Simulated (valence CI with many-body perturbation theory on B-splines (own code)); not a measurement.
## Level structure of W⁶⁸⁺

Calculated by relativistic CI+MBPT: four valence electrons over a frozen Dirac-Fock core [He], a basis of 11 s, 11 p, 10 d, 8 f, 5 g, 2 h functions for each j, with the one-electron correlation potential Σ1, the two-electron term Σ2, the three-electron term Σ3, Breit, model QED; selected CI, second order for the rest, scaled by the run's own slope (own B-spline code, finite nucleus).

The last digits are not significant, and no measured levels were compared; by estimate large intervals hold to a few tenths of a per cent, small ones and those within an open d or f shell to about a per cent. Among the levels kept, up to 1300 cm⁻¹ of a level comes from second order outside the variational space, and about a tenth of that is noise between levels of different J, which matters for small intervals.

Levels 91 to 135 of 219, with energies above the lowest level, (2s^2 2p1/2^2) J=0. "Leading %" is the weight of the configuration and term that name the level; weights of strongly mixed levels are sums over their largest components and can fall short. In the jj column 3d3/2^4 stands for four electrons in 3d with j = 3/2.

| No. | Configuration | Term | J | E (eV) | Leading % | g | Second component | Leading jj |
| --- | --- | --- | --- | --- | --- | --- | --- | --- |
| 91 | 2s 2p2 3d | 3G | 4 | 12702 | 34 | 1.131 | 19 % 2s 2p2 3d 5F | 2s 2p1/2 2p3/2 3d3/2 (97 %) |
| 92 | 2s 2p2 3d | 3D | 3 | 12711 | 32 | 1.238 | 28 % 2s 2p2 3d 3F | 2s 2p1/2 2p3/2 3d3/2 (98 %) |
| 93 | 2s 2p2 3p | 3P° | 0 | 12714 | 79 |  | 20 % 2s 2p2 3p 1S° | 2s 2p1/2 2p3/2 3p3/2 (100 %) |
| 94 | 2s 2p2 3p | 1D° | 2 | 12717 | 42 | 1.088 | 22 % 2s 2p2 3p 3D° | 2s 2p1/2 2p3/2 3p3/2 (99 %) |
| 95 | 2s 2p2 3p | 3P° | 1 | 12718 | 32 | 1.368 | 32 % 2s 2p2 3p 3S° | 2s 2p1/2 2p3/2 3p3/2 (99 %) |
| 96 | 2s 2p2 3d | 3D | 2 | 12719 | 34 | 1.309 | 19 % 2s 2p2 3d 5P | 2s 2p1/2 2p3/2 3d3/2 (99 %) |
| 97 | 2s 2p2 3p | 3P° | 1 | 12725 | 50 | 1.186 | 27 % 2s 2p2 3p 1P° | 2s 2p1/2 2p3/2 3p3/2 (99 %) |
| 98 | 2s 2p2 3d | 3P | 1 | 12729 | 33 | 1.756 | 31 % 2s 2p2 3d 5P | 2s 2p1/2 2p3/2 3d3/2 (98 %) |
| 99 | 2s 2p2 3d | 5D | 4 | 12762 | 45 | 1.367 | 36 % 2s 2p2 3d 5F | 2s 2p1/2 2p3/2 3d5/2 (99 %) |
| 100 | 2s 2p2 3d | 3F | 2 | 12767 | 69 | 0.867 | 13 % 2s 2p2 3d 5D | 2s 2p1/2 2p3/2 3d3/2 (85 %) |
| 101 | 2s 2p2 3d | 3G | 3 | 12775 | 49 | 0.885 | 26 % 2s 2p2 3d 1F | 2s 2p1/2 2p3/2 3d3/2 (99 %) |
| 102 | 2s 2p2 3d | 3D | 1 | 12775 | 28 | 0.737 | 26 % 2s 2p2 3d 1P | 2s 2p1/2 2p3/2 3d3/2 (87 %) |
| 103 | 2s 2p2 3d | 3P | 2 | 12789 | 36 | 1.243 | 25 % 2s 2p2 3d 3F | 2s 2p1/2 2p3/2 3d5/2 (80 %) |
| 104 | 2s 2p2 3d | 3F | 3 | 12793 | 43 | 1.289 | 30 % 2s 2p2 3d 5P | 2s 2p1/2 2p3/2 3d5/2 (97 %) |
| 105 | 2s 2p2 3d | 3D | 1 | 12796 | 59 | 0.888 | 11 % 2s 2p2 3d 3S | 2s 2p1/2 2p3/2 3d3/2 (87 %) |
| 106 | 2s 2p2 3d | 3F | 2 | 12801 | 30 | 1.039 | 21 % 2s 2p2 3d 1D | 2s 2p1/2 2p3/2 3d3/2 (88 %) |
| 107 | 2s 2p2 3d | 3G | 5 | 12802 | 63 | 1.246 | 37 % 2s 2p2 3d 5F | 2s 2p1/2 2p3/2 3d5/2 (100 %) |
| 108 | 2s 2p2 3d | 3P | 0 | 12809 | 83 |  | 16 % 2s 2p2 3d 1S | 2s 2p1/2 2p3/2 3d3/2 (98 %) |
| 109 | 2s 2p2 3d | 3D | 1 | 12816 | 57 | 0.928 | 27 % 2s 2p2 3d 3P | 2s 2p1/2 2p3/2 3d5/2 (80 %) |
| 110 | 2s 2p2 3d | 3D | 3 | 12828 | 59 | 1.250 | 18 % 2s 2p2 3d 1F | 2s 2p1/2 2p3/2 3d5/2 (99 %) |
| 111 | 2s 2p2 3d | 3F | 4 | 12832 | 58 | 1.200 | 23 % 2s 2p2 3d 1G | 2s 2p1/2 2p3/2 3d5/2 (98 %) |
| 112 | 2s 2p2 3d | 1D | 2 | 12839 | 42 | 1.124 | 19 % 2s 2p2 3d 3D | 2s 2p1/2 2p3/2 3d5/2 (93 %) |
| 113 | 2s 2p2 3d | 1P | 1 | 12851 | 49 | 1.018 | 17 % 2s 2p2 3d 3D | 2s 2p1/2 2p3/2 3d5/2 (93 %) |
| 114 | 2s 2p2 3d | 3P | 0 | 12858 | 50 |  | 46 % 2s 2p2 3d 1S | 2s 2p1/2 2p3/2 3d5/2 (97 %) |
| 115 | 2s 2p2 3d | 3D | 3 | 12886 | 41 | 1.231 | 26 % 2s 2p2 3d 3F | 2s 2p1/2 2p3/2 3d5/2 (98 %) |
| 116 | 2s 2p2 3d | 3F | 4 | 12892 | 46 | 1.110 | 30 % 2s 2p2 3d 3G | 2s 2p1/2 2p3/2 3d5/2 (100 %) |
| 117 | 2s 2p2 3d | 3P | 2 | 12905 | 48 | 1.211 | 18 % 2s 2p2 3d 3D | 2s 2p1/2 2p3/2 3d5/2 (98 %) |
| 118 | 2s 2p2 3d | 1F | 3 | 12906 | 43 | 1.064 | 32 % 2s 2p2 3d 3F | 2s 2p1/2 2p3/2 3d5/2 (99 %) |
| 119 | 2s 2p2 3d | 3P | 1 | 12907 | 44 | 1.420 | 25 % 2s 2p2 3d 3S | 2s 2p1/2 2p3/2 3d5/2 (99 %) |
| 120 | 2s 2p2 3d | 3D | 2 | 12910 | 42 | 1.121 | 27 % 2s 2p2 3d 1D | 2s 2p1/2 2p3/2 3d5/2 (99 %) |
| 121 | 2p3 3p | 3D | 3 | 12986 | 49 | 1.314 | 24 % 2p3 3p 5P | 2p1/2^2 2p3/2 3p3/2 (96 %) |
| 122 | 2p3 3p | 3P | 1 | 12986 | 34 | 1.326 | 26 % 2p3 3p 1P | 2p1/2^2 2p3/2 3p3/2 (97 %) |
| 123 | 2p3 3p | 3P | 2 | 13015 | 44 | 1.307 | 16 % 2p3 3p 1D | 2p1/2^2 2p3/2 3p3/2 (97 %) |
| 124 | 2p3 3p | 3P | 0 | 13042 | 68 |  | 30 % 2p3 3p 1S | 2p1/2^2 2p3/2 3p3/2 (98 %) |
| 125 | 2p3 3d | 3D° | 2 | 13061 | 33 | 1.028 | 19 % 2p3 3d 3F° | 2p1/2^2 2p3/2 3d3/2 (98 %) |
| 126 | 2p3 3d | 3F° | 3 | 13069 | 27 | 1.065 | 21 % 2p3 3d 3G° | 2p1/2^2 2p3/2 3d3/2 (98 %) |
| 127 | 2p3 3d | 3D° | 1 | 13073 | 35 | 1.070 | 27 % 2p3 3d 3P° | 2p1/2^2 2p3/2 3d3/2 (99 %) |
| 128 | 2p3 3d | 3P° | 0 | 13077 | 64 |  | 24 % 2p3 3d 5D° | 2p1/2^2 2p3/2 3d3/2 (99 %) |
| 129 | 2p3 3d | 3F° | 4 | 13171 | 51 | 1.234 | 24 % 2p3 3d 5D° | 2p1/2^2 2p3/2 3d5/2 (99 %) |
| 130 | 2p3 3d | 3D° | 2 | 13184 | 33 | 1.217 | 22 % 2p3 3d 3P° | 2p1/2^2 2p3/2 3d5/2 (98 %) |
| 131 | 2p3 3d | 3D° | 3 | 13200 | 47 | 1.203 | 16 % 2p3 3d 1F° | 2p1/2^2 2p3/2 3d5/2 (98 %) |
| 132 | 2p3 3d | 3D° | 1 | 13214 | 32 | 1.074 | 28 % 2p3 3d 1P° | 2p1/2^2 2p3/2 3d5/2 (99 %) |
| 133 | 2s 2p2 3s | 5P | 3 | 13537 | 63 | 1.509 | 37 % 2s 2p2 3s 3D | 2s 2p3/2^2 3s (100 %) |
| 134 | 2s 2p2 3s | 3P | 2 | 13566 | 55 | 1.338 | 19 % 2s 2p2 3s 3D | 2s 2p3/2^2 3s (100 %) |
| 135 | 2s 2p2 3s | 3S | 1 | 13651 | 68 | 1.946 | 15 % 2s 2p2 3s 5P | 2s 2p3/2^2 3s (100 %) |
